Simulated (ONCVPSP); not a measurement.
**thallium (Tl), ONCV: configuration errors across variants**

```
Element                 : thallium
Generator               : ONCVPSP 4.0.1
Type                    : optimised norm-conserving Vanderbilt (ONCV)
Functional              : PBEsol
Relativity              : fully relativistic
Frozen core             : [Xe] 4f14 5d10
Valence charge          : 3
Reference configuration : 6s1.5 6p1.5
Partial waves           : 6s: rc 1.95 bohr, ncon 4, nbas 9, qcut 2.9 1/bohr, 2 projectors, debl 1 Ha; 6p: rc 2.45 bohr, ncon 3, nbas 6, qcut 3.8 1/bohr, 1 projector; d scattering state at 0.06 Ha: rc 2.60 bohr, ncon 3, nbas 6, qcut 3.4 1/bohr, 2 projectors, debl 2.1 Ha
Local potential         : polynomial inside 1.70 bohr (lpopt 3, dvloc0 4 Ha)
Core correction         : none
```

Open shells are filled in proportion to 2j + 1.

All-electron excitation energies from the reference (eV): (1) 6s2 6p1 -3.614; (2) 6s2 6p0 1.641; (3) 6s1 6p0 22.490; (4) 6s0 6p3 11.420.

4 further variants failed, have other tests or too few solved ones, and are left out.

A true bound ghost makes a file unfit for plane-wave use even where its test errors are small: the radial tests pick states by their node count and pass the ghost by.

Errors AE − PS in meV (a dash: test not solved or not reliable):

```tsv
change	(1)	(2)	(3)	(4)	bound ghosts	GHOST(+) flags above zero
base	+5.2	+53	+64	+79	d5/2, d3/2	s
s: qcut 2.2; p: qcut 2.9; d: qcut 2.6	+5.4	+54	+60	+78	d5/2, d3/2	s, d5/2
p: ncon 4, nbas 7	+5.2	+53	+65	+80	d5/2, d3/2	s
local potential polynomial inside 1.70 bohr (lpopt 3, dvloc0 -0.5 Ha)	+5.4	+53	+64	+81	d5/2, d3/2	s, p3/2
p: rc 2.6	+5.3	+53	+63	+79	d5/2, d3/2	s
local potential polynomial inside 1.60 bohr (lpopt 5, dvloc0 -1 Ha)	+4.9	+53	–	+76	s, p3/2, d5/2, p1/2, d3/2	d5/2, d3/2
s: nproj 1	+5.4	+54	+70	+79	d5/2, d3/2	none
```

Give the same row for: core correction polynomial model core, fcfact 0.4.

-10, -13, -294, -79; bound ghosts: d5/2, d3/2; GHOST(+) flags above zero: s.
